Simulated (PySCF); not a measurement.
Magnetic shielding above rings: a mixed set.

NICS is the negative of the GIAO shielding at a point without a nucleus: at the ring centre (0) and 1 Å above and below it (1); zz is the component along the ring normal. Level: GIAO PBE0/pcSseg-1 (PySCF, non-relativistic, gas phase) on the GFN2-xTB geometries, one conformer each. Atom numbers follow the mapped SMILES.

Task: Order these rings by mean NICS(1)zz, lowest (most negative) first (ppm).
A. ring C6–C7–C8–C9–C10–C11 in `[CH2:1]=[CH:2][CH2:3][C@H:4]1[CH2:5][c:6]2[cH:7][cH:8][cH:9][cH:10][c:11]21`
B. ring C4–C5–N7–C9–C10 in `[CH3:1][CH2:2][CH2:3][C:4]1=[C:5]([F:6])[N:7]([CH3:8])[CH2:9][CH2:10]1`
C. ring C3–C4–C5–C6–C9–C10 in `[CH3:1][O:2][c:3]1[cH:4][cH:5][c:6]([C:7]#[P:8])[cH:9][cH:10]1`
D. ring C3–C4–P5 in `[CH2:1]=[CH:2][C@@H:3]1[CH2:4][P@:5]1([PH2:6])=[S:7]`
E. ring C2–O3–C4–C6–O8–C9 in `[CH3:1][C@@H:2]1[O:3][C:4](=[O:5])[C:6](=[O:7])[O:8][C@@H:9]1[CH3:10]`
F. ring C5–C6–C7–C8–C9–C10 in `[O:1]=[P@@H:2]1[CH:3]=[CH:4][c:5]2[cH:6][cH:7][cH:8][cH:9][c:10]21`
G. ring C4–C5–C6–O7–Si8 in `[F:1][C:2]([F:3])=[C:4]1[CH2:5][CH2:6][O:7][SiH2:8]1`

Result: A (-28.1), F (-25.8), C (-24.5), D (-15.2), G (-3.4), E (-1.3), B (0.0).

| SMILES | ring | NICS(0) | NICS(1) | NICS(1)zz | HOMA | rms pucker (Å) | ring atoms with four or more neighbours |
| --- | --- | --- | --- | --- | --- | --- | --- |
| C=CC[C@H]1Cc2ccccc21 | 6-membered carbocycle; formal bonds all aromatic | -8.9 | -11.3 | -28.1 | 0.97 | 0.00 | 0 |
| O=[P@@H]1C=Cc2ccccc21 | 6-membered carbocycle; formal bonds all aromatic | -7.5 | -10.6 | -25.8 | 0.99 | 0.00 | 0 |
| COc1ccc(C#P)cc1 | 6-membered carbocycle; formal bonds all aromatic | -9.5 | -10.7 | -24.5 | 0.97 | 0.00 | 0 |
| C=C[C@@H]1C[P@]1(P)=S | 3-membered ring with P; formal bonds all single | -27.8 | -6.9 | -15.2 | – | 0.00 | 3 |
| FC(F)=C1CCO[SiH2]1 | 5-membered ring with O and Si; formal bonds all single | -5.5 | -2.8 | -3.4 | – | 0.12 | 3 |
| C[C@@H]1OC(=O)C(=O)O[C@@H]1C | 6-membered ring with 2 O; formal bonds all single | -0.9 | -2.1 | -1.3 | – | 0.24 | 2 |
| CCCC1=C(F)N(C)CC1 | 5-membered ring with N; formal bonds 1 double, 4 single | -6.6 | -2.6 | 0.0 | – | 0.07 | 2 |

NICS(0) gives another order. The isotropic NICS(1) gives another order. HOMA uses Krygowski's 1993 parameters; it is left out where a ring has a four-coordinate atom, a triple bond, no multiple bond or a kind of bond without parameters. NICS(1) and NICS(1)zz are means over the two faces.
